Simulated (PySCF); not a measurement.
B2H4O. Atoms are numbered in the order given.

```xyz
7

O      0.0000     0.0000     0.0000
B      0.0000     0.0000    -1.3342
H     -0.7412     0.7412    -1.9043
H      0.7412    -0.7412    -1.9043
B      0.0000     0.0000     1.3342
H     -0.7412    -0.7412     1.9043
H      0.7412     0.7412     1.9043
```

The structure is a stationary point at B3LYP-D3(BJ)/def2-TZVP.

The numbers are results of TDA-LC-ωPBE/def2-SVPD run with PySCF, not measurements.

Vertical excitations; the highest root listed may be one member of a degenerate set. Gas-phase values at a fixed geometry. State labels are in the subgroup D2.

Computed excitation energies, oscillator strengths and character:
| state | symmetry | energy (eV) | λ (nm) | f | main pairs |
|---|---|---|---|---|---|
| S1 | B1 | 6.24 | 199 | 0.000 | HOMO−1→LUMO+1 47 %, HOMO→LUMO 47 % |
| S2 | A | 6.35 | 195 | 0.000 | HOMO→LUMO+1 47 %, HOMO−1→LUMO 47 % |
| S3 | B1 | 8.32 | 149 | 0.581 | HOMO→LUMO 45 %, HOMO−1→LUMO+1 45 % |
| S4 | A | 8.53 | 145 | 0.000 | HOMO−1→LUMO 48 %, HOMO→LUMO+1 48 % |
| S5 | B2 | 9.02 | 137 | 0.036 | HOMO−1→LUMO+2 (degenerate set) |
| S6 | B3 | 9.02 | 137 | 0.036 | HOMO→LUMO+2 (degenerate set) |
| S7 | B2 | 9.88 | 125 | 0.028 | HOMO−1→LUMO+4, HOMO→LUMO+3 (degenerate set) |
| S8 | B3 | 9.88 | 125 | 0.028 | HOMO→LUMO+4, HOMO−1→LUMO+3 (degenerate set) |
| S9 | B1 | 10.25 | 121 | 0.000 | HOMO−4→LUMO+1 46 %, HOMO−3→LUMO 46 % |
| S10 | A | 10.33 | 120 | 0.000 | HOMO−3→LUMO+1 46 %, HOMO−4→LUMO 46 % |
| T1 | A | 5.56 | 223 | 0 | HOMO→LUMO+1 45 %, HOMO−1→LUMO 45 % |
| T2 | B1 | 5.61 | 221 | 0 | HOMO−1→LUMO+1 45 %, HOMO→LUMO 45 % |
| T3 | A | 6.88 | 180 | 0 | HOMO−1→LUMO 39 %, HOMO→LUMO+1 39 %, HOMO−3→LUMO+1 7 %, HOMO−4→LUMO 7 % |
| T4 | B1 | 7.03 | 176 | 0 | HOMO→LUMO 40 %, HOMO−1→LUMO+1 40 %, HOMO−3→LUMO 7 %, HOMO−4→LUMO+1 7 % |
Triplets are in the Tamm–Dancoff approximation.
